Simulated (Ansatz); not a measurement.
One change: `[CH3][Al]([NH2])[SiH2]F` becomes `[BH2][Al]([CH3])[NH2]`.

Ansatz, PBE0-D4/def2-TZVP geometries, multiplicity 1. Each molecule was computed in one conformer, which needn't be the lowest.

```tsv
property	`[CH3][Al]([NH2])[SiH2]F`
HOMO energy (PBE0/def2-TZVPP) / eV	-7.28
LUMO energy (ωB97M-V/def2-TZVPP) / eV	0.63
HOMO–LUMO gap (PBE/def2-TZVPP) / eV	4.32
HOMO–LUMO gap (B3LYP/def2-TZVPP) / eV	5.88
HOMO–LUMO gap (PBE0/def2-TZVPP) / eV	6.24
LUMO energy (PBE0/def2-TZVPP) / eV	-1.04
```

**Question.** What does the change do to each property? (An estimate is asked.)

**Answer.** The calculation gave: 
| property | `[BH2][Al]([CH3])[NH2]` | shift |
| --- | --- | --- |
| HOMO energy (PBE0/def2-TZVPP) / eV | -7.10 | 0.18 |
| LUMO energy (ωB97M-V/def2-TZVPP) / eV | -0.21 | -0.84 |
| HOMO–LUMO gap (PBE/def2-TZVPP) / eV | 2.76 | -1.56 |
| HOMO–LUMO gap (B3LYP/def2-TZVPP) / eV | 4.58 | -1.30 |
| HOMO–LUMO gap (PBE0/def2-TZVPP) / eV | 4.97 | -1.27 |
| LUMO energy (PBE0/def2-TZVPP) / eV | -2.13 | -1.09 |

With PBE0 the HOMO rises by 0.18 eV and the LUMO falls by 1.09 eV, so the gap narrows by about 1.27 eV. PBE moves the HOMO by 0.20 eV and ωB97M-V by 0.06 eV.

B3LYP here is the variant with VWN-RPA as its local correlation; programs differ in this.
